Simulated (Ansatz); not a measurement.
Mulliken charges of CH$_{4}$BClS (`CSBCl`) from PBE/def2-TZVPP in Ansatz (PBE0-D4/def2-TZVP geometry).

| atom | x (Å) | y (Å) | z (Å) | charge (e) |
| --- | --- | --- | --- | --- |
| C1 | -0.471 | 1.184 | 0.216 | -0.246 |
| S2 | 0.979 | 0.341 | -0.462 | -0.053 |
| B3 | 0.579 | -1.368 | -0.270 | 0.051 |
| Cl4 | 1.728 | -2.572 | -0.806 | -0.126 |
| H5 | -1.202 | 0.455 | 0.561 | 0.116 |
| H6 | -0.158 | 1.813 | 1.049 | 0.124 |
| H7 | -0.912 | 1.809 | -0.559 | 0.124 |
| H8 | -0.451 | -1.719 | 0.215 | 0.010 |

Q: By hand: the dipole of these point charges (1 e Å = 4.8032 D).

A: Σ q r = (-0.401, 0.430, 0.187) e Å, of length 0.617 e Å = 2.96 D.

Q: How does the dipole of the full density compare? (An estimate is asked.)

A: Computed: (-0.333, 0.350, 0.155) e Å, 2.44 D; the point charges give 1.21 times that, at 1° from its direction.

Point charges leave out the atoms' own dipoles, such as those of lone pairs, and Mulliken's split depends on the basis, so the two needn't agree.
